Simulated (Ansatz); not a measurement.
Molecule: sum formula MnOH (charge 0, septet). The spin state was set by rule; other spins were not relaxed. 
Structure (B3LYP-D3(BJ)/def2-TZVP (Ansatz, a program for electronic structure) minimum search):
```xyz
3

Mn    -0.2885    -0.3341    -0.2592
O      0.7192     0.9128     0.6544
H      1.4593     1.0510     1.2455
```
Charge 0, spin multiplicity 7.

Wanted: vertical ionisation energy (to the sextet state of charge +1; each state is the SCF solution reached for its spin), in eV. Valence correlation only, unless marked. Open shells are spin-unrestricted. No spin-orbit coupling. The frozen core is the preceding noble-gas configuration, with the filled d and f shells of earlier blocks. Non-relativistic. CBS marks a two-point X^-3 extrapolation of the correlation energy; Hartree-Fock from the larger set.

| level | program | vertical ionisation energy (eV) |
|---|---|---|
| HF/def2-SVPD | Ansatz | 7.20 |

### Question
Estimate the value at CCSD(T)/CBS(def2-TZVPPD,def2-QZVPPD) as computed with Ansatz.

### Answer
7.49 eV
